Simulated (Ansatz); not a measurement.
Consider the formal exchange of groups at the In–C bond: `C=[CH][In]([F])[Cl]` + CH₄ → `[CH3][In]([F])[Cl]` + `C=C`.

Computed with Ansatz on PBE0-D4/def2-TZVP structures; ΔE is electronic, products minus reactants. CCSD(T)/CBS adds triple-zeta CCSD(T) − MP2 to the extrapolated MP2 energy (def2 sets, frozen cores). This one scheme is used for every species. Functionals use def2-TZVPP. B3LYP here is the variant with VWN-RPA as its local correlation; programs differ in this. HSE06 is defined as in plane-wave codes. def2 core potentials past Kr. For In outer-core shells are correlated without core-valence functions, which leaves a few kJ/mol of doubt a bond. One conformer a species, not always the lowest.

`C=[CH][In]([F])[Cl]`:

Z-matrix (Å, degrees):
```
C
C 1 1.328
H 1 1.088 2 121.2
H 1 1.086 2 122.7 3 -180.0
In 2 2.103 1 120.1 3 -180.0
H 2 1.085 1 120.5 3 0.0
Cl 5 2.308 2 132.7 1 180.0
F 5 1.949 2 116.8 1 -0.0
```

CH₄:

Z-matrix (Å, degrees):
```
C
H 1 1.090
H 1 1.090 2 109.5
H 1 1.090 2 109.5 3 -120.0
H 1 1.090 2 109.5 3 120.0
```

`[CH3][In]([F])[Cl]`:

Cartesian coordinates in Å:
```
C 0.177 1.062 -0.285
In -0.174 -0.968 0.221
F -0.853 -2.246 -1.082
Cl 0.135 -2.055 2.242
H -0.369 1.701 0.409
H 1.243 1.268 -0.199
H -0.159 1.238 -1.305
```

`C=C`:

Cartesian coordinates in Å:
```
C 0.490 0.419 -0.150
C -0.490 -0.419 0.150
H 0.710 0.694 -1.175
H 1.113 0.865 0.618
H -0.710 -0.694 1.175
H -1.113 -0.865 -0.618
```

(1) Is it downhill or uphill in electronic energy at CCSD(T)/CBS, and by how much? (Estimate.)

(2) What do these levels give: BLYP, B3LYP, HSE06, CCSD(T)/def2-TZVPP, MP2/def2-QZVPP, SCS-MP2/def2-QZVPP? (An estimate is asked.)

Largest T1 diagnostic among the species: 0.014.

Answers

(1) Computed: Uphill: ΔE = +0.03 eV.

(2) The calculation gave: BLYP 0.01, B3LYP 0.01, HSE06 0.02, CCSD(T)/def2-TZVPP 0.05, MP2/def2-QZVPP 0.05, SCS-MP2/def2-QZVPP 0.05 eV.

Leaving LDA and LC-ωPBE aside and taking each functional with its dispersion term where it has one, the values, not all of them listed here, spread over 0.02 eV, from ωB97M-V to B97M-V. At CCSD(T), def2-SVP lies +0.04 eV from the extrapolated value and def2-TZVPP +0.01 eV.
